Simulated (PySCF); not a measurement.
Atoms are numbered as in `[F:1][Si@H:2]([PH2:3])[Br:4]`. Each H is labelled by its parent atom.

Geometry: PBE0-D3(BJ)/def2-SVP; GIAO absolute shieldings from PySCF, gas phase, non-relativistic, averaged over equivalent atoms.

At PBE0/pcSseg-1 (121 basis functions, 8.6 s wall time on 1 thread of an Arm Neoverse V1, shared host):
```
 atoms  σ (ppm)
    F1    330.0
   Si2    308.2
    P3    544.6
   Br4   2392.6
H(Si2)    25.04
 H(P3)    29.13
```

Predict the values at WP04/pcSseg-2 on the same geometry.

## Answers


| atoms | σ at WP04/pcSseg-2 | change |
| --- | --- | --- |
| F1 | 332.8 | +2.8 |
| Si2 | 299.4 | -8.8 |
| P3 | 486.6 | -58.0 |
| Br4 | 2356.3 | -36.3 |
| H(Si2) | 26.01 | +0.97 |
| H(P3) | 29.72 | +0.59 |

The largest change is at P3 (phosphorus bonded to Si, 2 H). Cost: 227 basis functions, 21 s wall time on 1 thread of an Arm Neoverse V1, shared host.

Relativistic effects, spin–orbit coupling among them, are left out; they matter for Br and for the light atoms bonded to it.
